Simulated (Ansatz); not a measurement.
A structure relaxed at PBE-D4/def2-SVP in Ansatz, charge 0, singlet:

```xyz
6

Cd   -1.067    1.620    0.891
Cd   -1.349   -1.384    0.905
Cd    3.388   -0.331   -2.753
Te    0.928   -1.519   -0.575
Te    1.200    1.314   -0.579
Te   -3.101    0.301    2.110
```

(1) Give its formula and point group.

(2) Summarise the bond lengths by kind (pairs closer than 1.2 times the sum of covalent radii, bridged metal pairs left out).

Results:

(1) the cluster Cd3Te3. Point group Cs (tolerance 0.1 Å).

(2) 4 × Cd–Te 2.71 to 2.72 Å; 1 × Te–Te 2.85 Å.

In the def2 sets Cd, Te take a core potential; there is no spin–orbit coupling. Another isomer (singlet) lies 0.23 eV lower at PBE0-D4/def2-TZVP; other spin states weren't run for this one.
